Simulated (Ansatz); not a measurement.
Reaction (substitution at a C–O bond): `OBNCO` + H₂S → `OBNCS` + H₂O

Calculated with Ansatz (gas phase, PBE0-D4/def2-TZVP geometries, no zero-point term in ΔE). CBS: MP2 limit from def2 TZ/QZ plus the TZ coupled-cluster correction, frozen cores. This one scheme is used for every species. DFT in def2-TZVPP. Each species was taken in one conformer, which may not be the lowest.

| level | ΔE (kJ/mol) |
| --- | --- |
| PBE0 | -11.7 |
| SCS-MP2/def2-TZVPP | -12.9 |

Q: What does CCSD(T)/CBS give? (Estimate.)

A: Ansatz gave: -18.8 kJ/mol. The listed levels differ from it by 7.1, 5.9 kJ/mol.

Largest T1 diagnostic among the species: 0.012.

The D4 term adds −9.0 kJ/mol with B3LYP and −4.7 kJ/mol with PBE0; it sums over pairs of atoms, weighted by their polarisabilities, and B3LYP, whose exchange is more repulsive, gets the larger term. In def2-TZVPP, CCSD(T) changes the Hartree–Fock value by −20.4 kJ/mol (the triples alone add −3.8 kJ/mol) and MP2 by −28.4 kJ/mol.

B3LYP here is the variant with VWN-RPA as its local correlation; programs differ in this.
